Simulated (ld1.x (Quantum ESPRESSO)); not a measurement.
**What one change does to a pseudopotential (beryllium, RRKJ)**

- Element: Be (Z = 4)
- Generator: ld1.x (Quantum ESPRESSO) 7.5
- Type: norm-conserving RRKJ (Kleinman–Bylander form)
- Functional: PBE
- Relativity: scalar-relativistic
- Frozen core: none
- Valence charge: 4
- Reference configuration: 1s2 2s2 2p0
- Partial waves: 2p (bound, empty): rc 4.05 bohr; 1s (bound): rc 0.45 bohr
- Local potential: the s channel
- Core correction: none

Occupied shells without a wave of their own: 2s. They enter only through the test configuration that unscreens the potential.

Change: wave 1s (bound): rc 0.45 bohr becomes 1s (bound): rc 0.34 bohr.

Cutoffs: the cutoffs (Ry, on a coarse ladder) from which the occupation-weighted sum of valence levels, in a spherical-Bessel basis at the reference potential, stays within 10 and 1 mRy of its value at 400 Ry; they do not see the model core or the augmentation charge, which bear on the density cutoff. Errors are all-electron minus pseudo energies relative to the spin-unpolarised reference configuration.

Problem. What does the change do?

Solution. A bound ghost appears in p, which as a rule spoils a file; the number of tests that count goes from 7 to 4; of the 4 tests that both files solve, the error grows in 0 and shrinks in 4 by more than 15 % and 0.3 meV (median size 54.4 → 13.5 meV); the range in which the s phases agree widens (upper end 3.0 → at the end of the scan). Less of the atom is replaced, so other configurations are described better.

| quantity | base | changed |
| --- | --- | --- |
| cutoffs, loose and tight | over 300 Ry, over 300 Ry | not determined |
| bound ghosts | none | p |
| tests counted (converged, no solver errors) | 7 of 7 | 4 of 7 |
| error for 1s2 2s1 2p0, meV [ΔE 9.55 eV] | +29 | +7.1 |
| error for 1s2 2s0 2p0, meV [ΔE 27.50 eV] | +80 | +20 |
| error for 1s2 2s1.5 2p0, meV [ΔE 3.76 eV] | +12 | +3.0 |
| error for 1s1 2s2 2p0, meV [ΔE 128.28 eV] | +94 | +20 |
| s: phases at 4.40 bohr within 0.05 rad from the reference energy up to (Ry; the scan ends near 5) | 3.0 | to the end of the scan |
| p: phases at 4.40 bohr within 0.05 rad from the reference energy up to (Ry; the scan ends near 5) | 0.4 | 0.4 |

Base: The 2s level has no wave, so the channel is fitted at the deeper level alone: the likely source of the large errors. Changed file: Tests not counted: 1s2 2s1 2p1 (solver errors, printed error -3.4 eV); 1s2 2s0 2p1 (solver errors, printed error -4.2 eV); 1s2 2s0 2p2 (solver errors, printed error -14.4 eV). A true bound ghost makes a file unfit for plane-wave use even where its test errors are small: the radial tests pick states by their node count and pass the ghost by. Where a test does run into it, the solver fails or the error is huge.
